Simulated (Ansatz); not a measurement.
Ansatz (a quantum-chemistry and plane-wave program) job for C5H6F2, SMILES C1=C[C@@H](C1)C(F)F, PBE-D3(BJ)/def2-SVP. 

Ansatz 0.2 input:
```yaml
crystal:
  periodic: [false, false, false]
  atoms:
    - {symbol: F, position_ang: [1.84432881, -0.86786340, -0.52896649]}
    - {symbol: C, position_ang: [1.08847701, 0.24603195, -0.37868862]}
    - {symbol: F, position_ang: [0.44421843, 0.46029027, -1.54847577]}
    - {symbol: C, position_ang: [0.10593455, 0.04553428, 0.74692106]}
    - {symbol: C, position_ang: [-0.98915054, 1.07477261, 0.91633243]}
    - {symbol: C, position_ang: [-1.97443446, 0.19184676, 0.70121830]}
    - {symbol: C, position_ang: [-1.04257452, -0.97228255, 0.47232187]}
    - {symbol: H, position_ang: [1.76787597, 1.10069589, -0.20458335]}
    - {symbol: H, position_ang: [0.68454915, -0.17201129, 1.66096697]}
    - {symbol: H, position_ang: [-0.96398954, 2.14377272, 1.14332461]}
    - {symbol: H, position_ang: [-3.06482334, 0.27037480, 0.69830674]}
    - {symbol: H, position_ang: [-1.04335714, -1.39008783, -0.54640610]}
    - {symbol: H, position_ang: [-1.10669232, -1.80000435, 1.19674116]}
basis:
  gaussian:
    orbitals: def2-SVP
hamiltonian:
  xc: pbe
  dispersion: d3bj
relax: {f_tol: 0.002, max_steps: 200}
```

Log of the run:

```
WARN ansatz: RAYON_NUM_THREADS=1 ignored (pool sized by the plan → 1); use --threads N
Functional definition: PBE
integrals: 0.07 GiB planned
1434 factors; their error is unknown
mean field: 0.43 GiB planned
mean field evaluation 1: about -10685.8763 eV, gradient 6.0e1 eV
mean field evaluation 2: about -10674.1929 eV, gradient 9.1e1 eV
mean field evaluation 4: about -10694.9990 eV, gradient 4.4e0 eV
mean field evaluation 8: about -10695.0374 eV, gradient 2.1e-1 eV
mean field evaluation 16: about -10694.9425 eV, gradient 9.9e-4 eV
mean field -10694.94250364 eV, -393.0318877163 hartree, gradient 1.8e-5 eV, S^2 0.000000; 0 other end points of the search recorded, 0 dependent functions left out
the calculation of the forces begins
reference -10694.94253346 eV, -393.0318888121 hartree; 27, 27 occupied and 101, 101 virtual orbitals, 1434 factors
relax step   1: F+E_penalty+E_count = -10695.21979904 eV  Δ(F+E_penalty+E_count) = +0.000e0 eV  max|allowed force component| = 6.443e-1 eV/Å  Δτ_max = 0.0000 Å  (30 SCF iters, accepted)
these checks for a lower state are left out or cut short: starts, cluster_reference, orbital_swaps, neighbouring_geometries, increment
integrals: 0.07 GiB planned
1434 factors; their error is unknown
mean field: 0.42 GiB planned
mean field -10694.97023681 eV, -393.0329068917 hartree, gradient 9.9e-6 eV, S^2 0.000000; 0 other end points of the search recorded, 0 dependent functions left out
the calculation of the forces begins
reference -10694.97026678 eV, -393.0329079931 hartree; 27, 27 occupied and 101, 101 virtual orbitals, 1434 factors
relax step   2: F+E_penalty+E_count = -10695.24673431 eV  Δ(F+E_penalty+E_count) = -2.694e-2 eV  max|allowed force component| = 2.616e-1 eV/Å  Δτ_max = 0.0156 Å  (33 SCF iters, accepted)
these checks for a lower state are left out or cut short: starts, cluster_reference, orbital_swaps, neighbouring_geometries, increment
integrals: 0.07 GiB planned
1434 factors; their error is unknown
mean field: 0.42 GiB planned
mean field evaluation 32: about -10694.9744 eV, gradient 3.1e-3 eV
mean field -10694.97443842 eV, -393.0330612980 hartree, gradient 1.0e-5 eV, S^2 0.000000; 0 other end points of the search recorded, 0 dependent functions left out
the calculation of the forces begins
reference -10694.97446849 eV, -393.0330624031 hartree; 27, 27 occupied and 101, 101 virtual orbitals, 1434 factors
relax step   3: F+E_penalty+E_count = -10695.25054385 eV  Δ(F+E_penalty+E_count) = -3.810e-3 eV  max|allowed force component| = 4.985e-2 eV/Å  Δτ_max = 0.0107 Å  (33 SCF iters, accepted)
these checks for a lower state are left out or cut short: starts, cluster_reference, orbital_swaps, neighbouring_geometries, increment
integrals: 0.07 GiB planned
1434 factors; their error is unknown
mean field: 0.42 GiB planned
mean field -10694.97454661 eV, -393.0330652738 hartree, gradient 1.0e-5 eV, S^2 0.000000; 0 other end points of the search recorded, 0 dependent functions left out
the calculation of the forces begins
reference -10694.97457668 eV, -393.0330663790 hartree; 27, 27 occupied and 101, 101 virtual orbitals, 1434 factors
relax step   4: F+E_penalty+E_count = -10695.25061841 eV  Δ(F+E_penalty+E_count) = -7.456e-5 eV  max|allowed force component| = 2.457e-2 eV/Å  Δτ_max = 0.0063 Å  (33 SCF iters, accepted)
these checks for a lower state are left out or cut short: starts, cluster_reference, orbital_swaps, neighbouring_geometries, increment
integrals: 0.07 GiB planned
1434 factors; their error is unknown
mean field: 0.42 GiB planned
mean field -10694.97451867 eV, -393.0330642469 hartree, gradient 1.0e-5 eV, S^2 0.000000; 0 other end points of the search recorded, 0 dependent functions left out
the calculation of the forces begins
reference -10694.97454875 eV, -393.0330653523 hartree; 27, 27 occupied and 101, 101 virtual orbitals, 1434 factors
relax step   5: F+E_penalty+E_count = -10695.25066580 eV  Δ(F+E_penalty+E_count) = -4.739e-5 eV  max|allowed force component| = 5.446e-3 eV/Å  Δτ_max = 0.0031 Å  (34 SCF iters, accepted)
these checks for a lower state are left out or cut short: starts, cluster_reference, orbital_swaps, neighbouring_geometries, increment
integrals: 0.07 GiB planned
1434 factors; their error is unknown
mean field: 0.42 GiB planned
mean field -10694.97454760 eV, -393.0330653104 hartree, gradient 1.0e-5 eV, S^2 0.000000; 0 other end points of the search recorded, 0 dependent functions left out
the calculation of the forces begins
reference -10694.97457768 eV, -393.0330664158 hartree; 27, 27 occupied and 101, 101 virtual orbitals, 1434 factors
relax step   6: F+E_penalty+E_count = -10695.25067384 eV  Δ(F+E_penalty+E_count) = -8.044e-6 eV  max|allowed force component| = 1.453e-3 eV/Å  Δτ_max = 0.0010 Å  (33 SCF iters, accepted)
integrals: 0.07 GiB planned
1434 factors; their error is unknown
mean field: 0.42 GiB planned
mean field evaluation 64: about -10674.6598 eV, gradient 9.0e1 eV
mean field -10694.97454760 eV, -393.0330653104 hartree, gradient 1.0e-5 eV, S^2 0.000000; 1 other end points of the search recorded, 0 dependent functions left out
the calculation of the forces begins
reference -10694.97457768 eV, -393.0330664158 hartree; 27, 27 occupied and 101, 101 virtual orbitals, 1434 factors
Total energy: -10695.25070392 eV, -393.0432138678 hartree
Atom 0 at     1.863728    -0.880282    -0.532503 Å, force     0.000273     0.000478    -0.000404 eV/Å
Atom 1 at     1.098353     0.248184    -0.382301 Å, force    -0.000681     0.000553     0.000691 eV/Å
Atom 2 at     0.445990     0.467144    -1.566825 Å, force     0.000202    -0.001210     0.000187 eV/Å
Atom 3 at     0.107744     0.046974     0.749305 Å, force     0.000269    -0.000123    -0.000259 eV/Å
Atom 4 at    -0.993013     1.082321     0.920720 Å, force    -0.001422     0.000430     0.000168 eV/Å
Atom 5 at    -1.986856     0.191448     0.704067 Å, force     0.000716     0.000449     0.000100 eV/Å
Atom 6 at    -1.049438    -0.978364     0.473660 Å, force    -0.000050    -0.001453     0.000041 eV/Å
Atom 7 at     1.784886     1.110487    -0.207244 Å, force     0.000834     0.000108     0.000007 eV/Å
Atom 8 at     0.690977    -0.172605     1.670337 Å, force    -0.000359    -0.000390    -0.000261 eV/Å
Atom 9 at    -0.965477     2.159465     1.148061 Å, force     0.000251    -0.000210    -0.000350 eV/Å
Atom 10 at    -3.085481     0.268823     0.701931 Å, force     0.000096    -0.000021     0.000027 eV/Å
Atom 11 at    -1.048772    -1.399050    -0.552876 Å, force    -0.000640     0.001050     0.000695 eV/Å
Atom 12 at    -1.112280    -1.813476     1.202681 Å, force     0.000513     0.000338    -0.000641 eV/Å
Dipole moment:    -0.104018     0.138080     0.315484 e Å
```

The run converged.

Cost: roughly 18 core-seconds.
